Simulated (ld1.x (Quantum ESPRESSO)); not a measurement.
# PBE PAW dataset for Hf (Z = 72), scalar-relativistic all-electron reference.

```json
{
  "Element": "hafnium (Hf)",
  "Generator": "ld1.x (Quantum ESPRESSO) 7.5",
  "Type": "PAW",
  "Functional": "PBE",
  "Relativity": "scalar-relativistic",
  "Frozen core": "[Xe] 4f14",
  "Valence charge": "4",
  "Reference configuration": "5d2 6s1.75 6p0.25",
  "Partial waves": "6s (bound): rcut 2.70, rcutus 2.90 bohr; 6s channel at 1.65 Ry: rcut 2.70, rcutus 2.90 bohr; 6p (bound): rcut 3.35, rcutus 3.75 bohr; 6p channel at 4.15 Ry: rcut 3.35, rcutus 3.75 bohr; 5d (bound): rcut 2.00, rcutus 2.65 bohr; 5d channel at 1.8 Ry: rcut 2.00, rcutus 2.65 bohr",
  "Local potential": "all-electron potential smoothed inside 2.70 bohr (lloc = -1)",
  "Core correction": "Bessel-smoothed model core inside 2.30 bohr",
  "Augmentation charge": "BESSEL, radius 1.60 bohr"
}
```

(1) Estimate the cutoffs (Ry, on a coarse ladder) from which the occupation-weighted sum of valence levels, in a spherical-Bessel basis at the reference potential, stays within 10 and 1 mRy of its value at 400 Ry.

(2) What does a ghost test show?

(3) Is the overlap operator S = 1 + Σ q|β⟩⟨β| positive definite (Bessel basis up to 400 Ry)?

(4) Which valence shell sets the plane-wave cutoff?

(5) Tests: 5d2 6s2 6p0; 5d2 6s1 6p0; 5d2 6s0 6p0; 5d2 6s1 6p1; 5d2 6s1.5 6p0; 5d1 6s0 6p0; 5d3 6s1 6p0. Which has the largest error in its energy relative to the reference configuration, and how large is it?

Answers

(1) 12 Ry and 15 Ry.

(2) No extra level below or beside the all-electron valence levels (s, p, d, f tested).

(3) Yes: its lowest eigenvalue is 0.12 (p channel).

(4) 5d: its level needs 15 Ry to come within 1 mRy, against 6 Ry for 6s.

(5) 5d1 6s0 6p0, with -320 meV (all-electron minus pseudo) on +43.02 eV.
